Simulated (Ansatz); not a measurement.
Steps of a relaxation of `N=C[Si](N)(O)F` with RKS PBE-D4/def2-SVP.

```sh
$ ansatz run in.yaml --threads 4 --pin off --events-out ev --progress --plain --max-ram 10444MiB
```

```yaml
crystal:
  periodic: [false, false, false]
  atoms:
    - {symbol: N, position_ang: [0.018200, -1.478100, -1.651900]}
    - {symbol: C, position_ang: [0.741000, -0.808900, -0.837000]}
    - {symbol: Si, position_ang: [0.061000, 0.621000, 0.186200]}
    - {symbol: N, position_ang: [0.112300, 0.330700, 1.861300]}
    - {symbol: O, position_ang: [-1.479200, 0.989600, -0.153800]}
    - {symbol: F, position_ang: [0.984400, 1.944600, -0.001400]}
    - {symbol: H, position_ang: [0.526100, -2.177000, -2.131400]}
    - {symbol: H, position_ang: [1.842000, -1.064800, -0.715700]}
    - {symbol: H, position_ang: [-0.801100, -0.205600, 2.073100]}
    - {symbol: H, position_ang: [-0.139400, 1.222600, 2.323300]}
    - {symbol: H, position_ang: [-1.800000, 0.568900, -0.932000]}
basis:
  gaussian: {orbitals: def2-SVP}
hamiltonian: {xc: pbe, dispersion: d4}
relax: {f_tol: 0.03, max_steps: 200}
```

Positions (Å) and forces (eV/Å) along the path, 12 of 13 steps:

```xyz
11
step=1 energy=-16719.8374 eV
N     0.018   -1.478   -1.652   -1.901    1.693    0.783
C     0.741   -0.809   -0.837    1.136   -0.201   -0.007
Si    0.061    0.621    0.186    0.864   -0.005    0.125
N     0.112    0.331    1.861   -1.807   -0.957    1.743
O    -1.479    0.990   -0.154   -0.847    0.827    0.423
F     0.984    1.945   -0.001    0.427    0.262   -0.403
H     0.526   -2.177   -2.131    1.186   -1.576   -0.938
H     1.842   -1.065   -0.716   -0.330    0.251    0.115
H    -0.801   -0.206    2.073    1.582    0.388   -0.230
H    -0.139    1.223    2.323    0.526    0.046    0.069
H    -1.800    0.569   -0.932   -0.837   -0.728   -1.681
11
step=2 energy=-16720.1960 eV
N    -0.014   -1.397   -1.656   -0.621    0.309    0.318
C     0.745   -0.774   -0.828    0.569   -0.204   -0.011
Si    0.041    0.635    0.207    0.171    0.112   -0.110
N     0.108    0.322    1.903   -1.023   -0.154    0.610
O    -1.505    0.961   -0.260   -0.465    0.093   -0.138
F     0.978    1.950   -0.028    0.189    0.169   -0.071
H     0.469   -2.188   -2.098    0.297   -0.196   -0.308
H     1.829   -1.051   -0.685   -0.198    0.010    0.070
H    -0.737   -0.251    2.148    0.740    0.179   -0.074
H    -0.078    1.211    2.404    0.356   -0.172    0.002
H    -1.772    0.526   -1.086   -0.015   -0.146   -0.288
11
step=3 energy=-16720.2373 eV
N    -0.086   -1.371   -1.578    0.825   -0.085   -1.091
C     0.736   -0.782   -0.775   -0.131   -0.332    0.206
Si    0.019    0.654    0.221   -0.441   -0.198    0.015
N     0.094    0.342    1.935   -0.198    0.723   -0.208
O    -1.526    0.895   -0.381    0.126   -0.108   -0.182
F     0.953    1.973   -0.051   -0.019   -0.034    0.077
H     0.438   -2.051   -2.216   -0.631    0.296    0.919
H     1.797   -1.108   -0.621    0.032    0.139   -0.262
H    -0.682   -0.256    2.238   -0.031   -0.153    0.109
H     0.019    1.219    2.483    0.159   -0.338   -0.079
H    -1.697    0.425   -1.235    0.310    0.091    0.496
11
step=4 energy=-16720.2886 eV
N    -0.074   -1.283   -1.660    0.965   -1.145   -0.135
C     0.733   -0.771   -0.785   -0.191    0.054   -0.321
Si    0.009    0.655    0.226   -0.308   -0.017   -0.088
N     0.076    0.350    1.942   -0.132    0.510   -0.352
O    -1.526    0.886   -0.402    0.137   -0.090   -0.056
F     0.946    1.975   -0.035   -0.044    0.004    0.111
H     0.413   -2.119   -2.142   -0.657    1.125    0.355
H     1.794   -1.100   -0.650   -0.106   -0.146    0.072
H    -0.681   -0.259    2.265   -0.051   -0.118    0.106
H     0.043    1.214    2.508    0.117   -0.244   -0.082
H    -1.668    0.394   -1.247    0.268    0.066    0.391
11
step=5 energy=-16720.3747 eV
N    -0.075   -1.230   -1.696    0.037   -0.018   -0.087
C     0.718   -0.766   -0.792    0.172   -0.194    0.106
Si    0.003    0.654    0.235   -0.184    0.122    0.067
N     0.048    0.396    1.948   -0.185    0.149   -0.111
O    -1.508    0.818   -0.437   -0.075   -0.032   -0.135
F     0.928    1.988    0.004   -0.036   -0.033   -0.002
H     0.358   -2.010   -2.231   -0.046    0.068    0.030
H     1.739   -1.179   -0.609    0.032   -0.019   -0.050
H    -0.691   -0.215    2.321    0.114    0.093    0.011
H     0.095    1.256    2.514    0.060   -0.241   -0.085
H    -1.551    0.231   -1.237    0.111    0.105    0.255
11
step=6 energy=-16720.3889 eV
N    -0.063   -1.208   -1.706   -0.030    0.113    0.065
C     0.718   -0.778   -0.775    0.042   -0.061   -0.055
Si   -0.016    0.654    0.232    0.005    0.048    0.132
N     0.031    0.405    1.941   -0.171    0.137    0.061
O    -1.521    0.816   -0.450   -0.006   -0.131   -0.154
F     0.918    1.982   -0.002   -0.041   -0.017   -0.023
H     0.360   -1.974   -2.257    0.047   -0.108   -0.059
H     1.736   -1.205   -0.593   -0.026    0.013    0.000
H    -0.701   -0.195    2.341    0.113    0.101   -0.023
H     0.139    1.252    2.517    0.032   -0.229   -0.105
H    -1.537    0.194   -1.227    0.035    0.133    0.162
11
step=7 energy=-16720.3958 eV
N    -0.053   -1.201   -1.720   -0.006    0.014    0.000
C     0.716   -0.773   -0.778   -0.028    0.180    0.043
Si   -0.048    0.653    0.249   -0.280   -0.427   -0.532
N    -0.031    0.394    1.939    0.082    0.253    0.263
O    -1.540    0.784   -0.477    0.108   -0.015    0.154
F     0.866    1.983    0.010    0.187    0.192    0.047
H     0.381   -1.964   -2.273   -0.004    0.002    0.009
H     1.736   -1.188   -0.597    0.040   -0.039    0.031
H    -0.790   -0.092    2.419   -0.023    0.006   -0.055
H     0.324    1.176    2.501   -0.030   -0.140    0.051
H    -1.494    0.169   -1.253   -0.045   -0.027   -0.011
11
step=8 energy=-16720.3677 eV rejected
N    -0.053   -1.204   -1.692    0.072   -0.278   -0.325
C     0.772   -0.766   -0.810   -0.072    0.286    0.447
Si   -0.020    0.628    0.214    0.279    0.452    0.815
N    -0.074    0.461    1.936   -0.251   -0.430   -0.571
O    -1.530    0.752   -0.443   -0.183   -0.044   -0.016
F     0.909    1.965    0.012    0.071    0.034   -0.214
H     0.339   -1.962   -2.281    0.058   -0.061   -0.003
H     1.816   -1.139   -0.634   -0.162   -0.081   -0.217
H    -0.903    0.004    2.320    0.038    0.062    0.184
H     0.380    1.090    2.596    0.061    0.070   -0.058
H    -1.569    0.114   -1.197    0.090   -0.011   -0.042
11
step=9 energy=-16720.4110 eV
N    -0.045   -1.199   -1.722    0.038   -0.001   -0.007
C     0.732   -0.762   -0.791   -0.073    0.068    0.061
Si   -0.046    0.649    0.234   -0.053   -0.085   -0.029
N    -0.059    0.419    1.935    0.116    0.184    0.143
O    -1.546    0.768   -0.465    0.012   -0.042    0.059
F     0.877    1.980    0.008    0.103    0.094   -0.033
H     0.381   -1.965   -2.276    0.013   -0.002    0.014
H     1.754   -1.175   -0.602   -0.005   -0.009   -0.028
H    -0.845   -0.041    2.396   -0.004    0.030    0.004
H     0.385    1.125    2.537   -0.133   -0.233   -0.162
H    -1.522    0.143   -1.234   -0.013   -0.004   -0.021
11
step=10 energy=-16720.4138 eV
N    -0.025   -1.213   -1.735   -0.158    0.080    0.040
C     0.727   -0.759   -0.794    0.082    0.025   -0.012
Si   -0.048    0.651    0.226    0.039   -0.080    0.124
N    -0.068    0.421    1.928   -0.083   -0.098   -0.095
O    -1.563    0.770   -0.432   -0.020   -0.082   -0.103
F     0.898    1.969   -0.005    0.012    0.039   -0.045
H     0.426   -1.976   -2.272    0.034   -0.033   -0.030
H     1.754   -1.159   -0.605    0.009    0.014    0.048
H    -0.879   -0.001    2.384    0.015    0.035   -0.018
H     0.412    1.082    2.535    0.076    0.061    0.081
H    -1.568    0.158   -1.210   -0.005    0.040    0.009
11
step=11 energy=-16720.4200 eV
N    -0.026   -1.187   -1.739    0.084   -0.034   -0.030
C     0.743   -0.749   -0.802   -0.026   -0.009    0.109
Si   -0.046    0.638    0.236   -0.052    0.056   -0.084
N    -0.094    0.428    1.933    0.045    0.012    0.157
O    -1.570    0.709   -0.414    0.035    0.066    0.043
F     0.883    1.966   -0.024   -0.006   -0.004   -0.020
H     0.422   -1.945   -2.291   -0.043    0.019   -0.001
H     1.765   -1.160   -0.611    0.012    0.005   -0.044
H    -0.956    0.127    2.389    0.002   -0.001   -0.020
H     0.488    0.999    2.551   -0.033   -0.058   -0.061
H    -1.544    0.118   -1.206   -0.017   -0.052   -0.047
11
step=13 energy=-16720.4215 eV
N    -0.025   -1.193   -1.727    0.024    0.028   -0.020
C     0.743   -0.751   -0.791   -0.012   -0.008   -0.003
Si   -0.050    0.642    0.233    0.009   -0.002    0.002
N    -0.096    0.426    1.934   -0.011    0.003    0.020
O    -1.570    0.719   -0.422    0.012    0.016    0.016
F     0.886    1.965   -0.034   -0.020   -0.006   -0.001
H     0.423   -1.939   -2.292   -0.007   -0.030    0.017
H     1.773   -1.150   -0.615   -0.008    0.014   -0.012
H    -0.963    0.131    2.386    0.021    0.017   -0.004
H     0.497    0.982    2.552   -0.019   -0.024   -0.015
H    -1.553    0.112   -1.204    0.010   -0.009   -0.001
```

Hardware: 4 threads of an Arm Neoverse V1 on a shared host. Wall time 19 s, peak host memory 0.18 GiB.
